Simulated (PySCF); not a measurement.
A structure optimised at ωB97X-D3(BJ)/def2-SVP, used in a PySCF frequency run:

```xyz
10

Al     0.0701     0.1868     0.0375
Cl    -0.0705    -1.6376     1.0584
Cl     0.9691     1.7728     1.0689
C     -0.6042     0.3821    -1.7683
C     -1.2183    -0.8860    -2.3792
H      0.2268     0.7579    -2.3936
H     -1.3390     1.2087    -1.7577
H     -2.0682    -1.2540    -1.7824
H     -0.4865    -1.7083    -2.4293
H     -1.5858    -0.7085    -3.4031
```
Charge 0, spin multiplicity 1.

Problem. Write its SMILES and formula.

Solution. C[CH2][Al]([Cl])[Cl], C₂H₅AlCl₂

Problem. What are its rotational constants (standard atomic weights)?

Solution. 2.5810, 1.6241, 1.0093 GHz
